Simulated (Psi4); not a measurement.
NO$_{2}$ (SMILES [O]N=O), doublet, geometry from GFN2-xTB; B3LYP/cc-pVDZ in Psi4.

Here is a job for Psi4.
```
memory 2 GB

molecule {
0 2
  N     0.02634660   -0.00099173    0.29394606
  O     0.01046225    1.10203615   -0.12685565
  O    -0.03351552   -1.10116839   -0.13034716
}

set basis cc-pvdz
set reference uks

energy('b3lyp')
print_variables()
```

What the program printed (banner, timings and long lists left out):

```
   => Loading Basis Set <=

    Name: CC-PVDZ
    Role: ORBITAL
    Keyword: BASIS

         ---------------------------------------------------------
                                   SCF
               by Justin Turney, Rob Parrish, Andy Simmonett
                          and Daniel G. A. Smith
                              UKS Reference
         ---------------------------------------------------------

  ==> Geometry <==

    Molecular point group: c2v
    Full point group: C2v

    Geometry (in Angstrom), charge = 0, multiplicity = 2:

       Center              X                  Y                   Z               Mass
    ------------   -----------------  -----------------  -----------------  -----------------
         N            0.000000000000     0.000000000000     0.295077821334    14.003074004430
         O           -0.000000000000     1.101823089245    -0.129165946411    15.994914619570
         O            0.000000000000    -1.101823089245    -0.129165946411    15.994914619570

  Running in c2v symmetry.

  Rotational constants: A =      9.61659  B =      0.43407  C =      0.41532 [cm^-1]
  Rotational constants: A = 288298.09716  B =  13013.12314  C =  12451.10831 [MHz]
  Nuclear repulsion =   65.566987086492205

  Charge       = 0
  Multiplicity = 2
  Electrons    = 23
  Nalpha       = 12
  Nbeta        = 11

  ==> Algorithm <==

  SCF Algorithm Type is DF.
  DIIS enabled.
  MOM disabled.
  Fractional occupation disabled.
  Guess Type is SAD.
  Energy threshold   = 1.00e-06
  Density threshold  = 1.00e-06
  Integral threshold = 1.00e-12

  ==> Primary Basis <==

  Basis Set: CC-PVDZ
    Blend: CC-PVDZ
    Number of shells: 18
    Number of basis functions: 42
    Number of Cartesian functions: 45
    Spherical Harmonics?: true
    Max angular momentum: 2

  ==> DFT Potential <==

   => LibXC <=

    Version 7.1.2
    S. Lehtola, C. Steigemann, M. J. T. Oliveira, and M. A. L. Marques,  SoftwareX 7, 1–5 (2018) (10.1016/j.softx.2017.11.002)

   => Composite Functional: B3LYP <=

    B3LYP Hyb-GGA Exchange-Correlation Functional

    P. J. Stephens, F. J. Devlin, C. F. Chabalowski, and M. J. Frisch,  J. Phys. Chem. 98, 11623 (1994) (10.1021/j100096a001)

    Deriv               =              1
    GGA                 =           TRUE
    Meta                =          FALSE

    Exchange Hybrid     =           TRUE
    MP2 Hybrid          =          FALSE

   => Exchange Functionals <=

    0.0800   Slater exchange
    0.7200         Becke 88

   => Exact (HF) Exchange <=

    0.2000               HF

   => Correlation Functionals <=

    0.1900   Vosko, Wilk & Nusair (VWN5_RPA)
    0.8100   Lee, Yang & Parr

   => LibXC Density Thresholds  <==

    XC_HYB_GGA_XC_B3LYP:  1.00E-15

   => Molecular Quadrature <=

    Radial Scheme          =       TREUTLER
    Pruning Scheme         =           NONE
    Nuclear Scheme         =       TREUTLER

    Blocking Scheme        =         OCTREE
    BS radius alpha        =              1
    Pruning alpha          =              1
    Radial Points          =             75
    Spherical Points       =            302
    Total Points           =          63246
    Total Blocks           =            551
    Max Points             =            256
    Max Functions          =             42
    Weights Tolerance      =       1.00E-15

   => Loading Basis Set <=

    Name: (CC-PVDZ AUX)
    Role: JKFIT
    Keyword: DF_BASIS_SCF

  ==> Integral Setup <==

  SCF_SUBTYPE=INCORE selected. In-core MEM_DF algorithm will be used.
  Using in-core AOs.

  ==> MemDFJK: Density-Fitted J/K Matrices <==

    J tasked:                   Yes
    K tasked:                   Yes
    wK tasked:                   No
    Algorithm:                 Core
    Schwarz Cutoff:           1E-12
    Mask sparsity (%):       0.0000
    Fitting Condition:        1E-10

   => Auxiliary Basis Set <=

  Basis Set: (CC-PVDZ AUX)
    Blend: CC-PVDZ-JKFIT
    Number of shells: 72
    Number of basis functions: 210
    Number of Cartesian functions: 243
    Spherical Harmonics?: true
    Max angular momentum: 3

  Minimum eigenvalue in the overlap matrix is 9.8359839142E-03.
  Reciprocal condition number of the overlap matrix is 3.1454425610E-03.
    Using symmetric orthogonalization.

  ==> Pre-Iterations <==

  SCF Guess: Superposition of Atomic Densities via on-the-fly atomic UHF (no occupation information).

   -------------------------
    Irrep   Nso     Nmo
   -------------------------
     A1        17      17
     A2         5       5
     B1         7       7
     B2        13      13
   -------------------------
    Total      42      42
   -------------------------

  ==> Iterations <==

                           Total Energy        Delta E     RMS |[F,P]|

   @DF-UKS iter SAD:  -204.90911573934179   -2.04909e+02   0.00000e+00
   @DF-UKS iter   1:  -205.01350481690264   -1.04389e-01   2.07022e-02 ADIIS/DIIS
   @DF-UKS iter   2:  -204.87037338490532    1.43131e-01   3.46884e-02 ADIIS/DIIS
   @DF-UKS iter   3:  -205.08920101589263   -2.18828e-01   2.88728e-03 ADIIS/DIIS
   @DF-UKS iter   4:  -205.09097606826927   -1.77505e-03   5.53780e-04 ADIIS/DIIS
   @DF-UKS iter   5:  -205.09104392147165   -6.78532e-05   8.22975e-05 DIIS
   @DF-UKS iter   6:  -205.09104561191188   -1.69044e-06   1.24915e-05 DIIS
   @DF-UKS iter   7:  -205.09104566702322   -5.51113e-08   3.25640e-06 DIIS
   @DF-UKS iter   8:  -205.09104567107048   -4.04725e-09   7.00530e-07 DIIS
  Energy and wave function converged.

  ==> Post-Iterations <==

   Electrons on quadrature grid:
      Nalpha   =   12.0000000478 ; deviation = 4.778e-08
      Nbeta    =   11.0000001785 ; deviation = 1.785e-07
      Ntotal   =   23.0000002263 ; deviation = 2.263e-07

   @Spin Contamination Metric:   2.881359125E-03
   @S^2 Expected:                7.500000000E-01
   @S^2 Observed:                7.528813591E-01
   @S   Expected:                5.000000000E-01
   @S   Observed:                5.000000000E-01

    Orbital Energies [Eh]
    ---------------------

    Alpha Occupied:

       1B2   -19.247175     1A1   -19.247148     2A1   -14.566655
       3A1    -1.294599     2B2    -1.151088     4A1    -0.668354
       5A1    -0.581407     1B1    -0.572503     3B2    -0.569880
       4B2    -0.381869     1A2    -0.376205     6A1    -0.265229

    Alpha Virtual:

       2B1    -0.074084     7A1     0.223355     5B2     0.408453
       8A1     0.632447     6B2     0.643910     3B1     0.644311
       9A1     0.727510    10A1     0.812747     7B2     0.876351
       2A2     0.903651    11A1     0.933465     4B1     0.974184
       8B2     0.981209    12A1     1.544480     3A2     1.557585
       5B1     1.563407    13A1     1.788943     9B2     1.830329
      10B2     1.999238    14A1     2.287466     4A2     2.501480
      11B2     2.507848     6B1     2.549889    15A1     2.632046
       7B1     2.882058    12B2     3.150827    16A1     3.247538
       5A2     3.309418    13B2     3.431490    17A1     3.620750

    Beta Occupied:

       1B2   -19.238330     1A1   -19.238294     2A1   -14.555526
       3A1    -1.275768     2B2    -1.130402     4A1    -0.635386
       1B1    -0.561198     3B2    -0.547182     5A1    -0.534953
       1A2    -0.368982     4B2    -0.341470

    Beta Virtual:

       6A1    -0.117867     2B1    -0.057303     7A1     0.236330
       5B2     0.431001     6B2     0.651496     3B1     0.652502
       8A1     0.662444     9A1     0.749420    10A1     0.818230
       7B2     0.900575     2A2     0.907967    11A1     0.958180
       4B1     0.980651     8B2     0.994796     3A2     1.563155
      12A1     1.577305     5B1     1.595001    13A1     1.803391
       9B2     1.846994    10B2     2.015660    14A1     2.306560
       4A2     2.518403    11B2     2.523816     6B1     2.575545
      15A1     2.655006     7B1     2.887588    12B2     3.180854
      16A1     3.267608     5A2     3.321659    13B2     3.446559
      17A1     3.643395

    Final Occupation by Irrep:
             A1    A2    B1    B2
    DOCC [     5,    1,    1,    4 ]
    SOCC [     1,    0,    0,    0 ]
    NA   [     6,    1,    1,    4 ]
    NB   [     5,    1,    1,    4 ]

  @DF-UKS Final Energy:  -205.09104567107048

   => Energetics <=

    Nuclear Repulsion Energy =             65.5669870864922046
    One-Electron Energy =                -410.0275241249464671
    Two-Electron Energy =                 158.7788541002662157
    DFT Exchange-Correlation Energy =     -19.4093627328824248
    Empirical Dispersion Energy =           0.0000000000000000
    VV10 Nonlocal Energy =                  0.0000000000000000
    Total Energy =                       -205.0910456710704750

  UHF NO Occupations:
  HONO-2 :    5 A1 1.9995340
  HONO-1 :    4 B2 1.9992737
  HONO-0 :    6 A1 1.0000000
  LUNO+0 :    5 B2 0.0007263
  LUNO+1 :    7 A1 0.0004660
  LUNO+2 :    2 B1 0.0001303
  LUNO+3 :    8 A1 0.0000602

Computation Completed

Properties will be evaluated at   0.000000,   0.000000,   0.000000 [a0]

Properties computed using the SCF density matrix

 Multipole Moments:

 ------------------------------------------------------------------------------------
     Multipole            Electronic (a.u.)      Nuclear  (a.u.)        Total (a.u.)
 ------------------------------------------------------------------------------------

 L = 1.  Multiply by 2.5417464519 to convert [e a0] to [Debye]
 Dipole X            :          0.0000000            0.0000000            0.0000000
 Dipole Y            :          0.0000000            0.0000000            0.0000000
 Dipole Z            :          0.1075033           -0.0020983            0.1054050
 Magnitude           :                                                    0.1054050

 ------------------------------------------------------------------------------------

  Variable Map:
  ----------------------------------------------------------------------------
  "CURRENT ENERGY"              =>    -205.091045671070
  "CURRENT REFERENCE ENERGY"    =>    -205.091045671070
  "DD SOLVATION ENERGY"         =>       0.000000000000
  "DFT FUNCTIONAL TOTAL ENERGY" =>    -205.091045671070
  "DFT TOTAL ENERGY"            =>    -205.091045671070
  "DFT VV10 ENERGY"             =>       0.000000000000
  "DFT XC ENERGY"               =>     -19.409362732882
  "GRID ELECTRONS ALPHA"        =>      12.000000047778
  "GRID ELECTRONS BETA"         =>      11.000000178498
  "GRID ELECTRONS TOTAL"        =>      23.000000226275
  "NUCLEAR REPULSION ENERGY"    =>      65.566987086492
  "ONE-ELECTRON ENERGY"         =>    -410.027524124946
  "PCM POLARIZATION ENERGY"     =>       0.000000000000
  "PE ENERGY"                   =>       0.000000000000
  "SCF ITERATION ENERGY"        =>    -205.091045671070
  "SCF ITERATIONS"              =>       8.000000000000
  "SCF TOTAL ENERGY"            =>    -205.091045671070
  "TWO-ELECTRON ENERGY"         =>     158.778854100266
  "XC GRID RADIAL POINTS"       =>      75.000000000000
  "XC GRID SPHERICAL POINTS"    =>     302.000000000000
  "XC GRID TOTAL POINTS"        =>   63246.000000000000

  Array Variable Map:
  ----------------------------------------------------------------------------
  "CURRENT DIPOLE"              =>       0.000000000000 ... 0.105404964247 1 by 3
  "SCF DIPOLE"                  =>       0.000000000000 ... 0.105404964247 1 by 3
  "SCF TOTAL ENERGIES"          =>    -204.909115739342 ... -205.091045671070 1 by 9
```
